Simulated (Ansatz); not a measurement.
Calculated with Ansatz (gas phase, PBE0-D4/def2-TZVP geometries, no zero-point term in ΔE). CCSD(T)/CBS adds triple-zeta CCSD(T) − MP2 to the extrapolated MP2 energy (def2 sets, frozen cores). This one scheme is used for every species. DFT in def2-TZVPP. For Ge outer-core shells are correlated without core-valence functions, which leaves a few kJ/mol of doubt a bond. Scalar relativity is left out up to krypton. One conformer a species, not always the lowest.

Reaction (substitution at a C–Ge bond): `C=[CH][GeH]([NH2])[Cl]` + CH₃SH → `C=CSC` + `[NH2][GeH2][Cl]`

| level | ΔE (kJ/mol) |
| --- | --- |
| r2SCAN-D4 | 19.7 |
| MP2/def2-QZVPP | 30.6 |

(1) What does CCSD(T)/CBS give? (An estimate is asked.)

Largest T1 diagnostic among the species: 0.011.

Answers

(1) Ansatz gave: +32.1 kJ/mol. The listed levels differ from it by -12.4, -1.5 kJ/mol.

The D4 term adds +3.3 kJ/mol with B3LYP and +2.0 kJ/mol with PBE0; it sums over pairs of atoms, weighted by their polarisabilities, and B3LYP, whose exchange is more repulsive, gets the larger term. From PBE to PBE0 (25 % exact exchange), in def2-TZVPP and without D4, ΔE moves by +5.2 kJ/mol.

B3LYP here is the variant with VWN-RPA as its local correlation; programs differ in this.
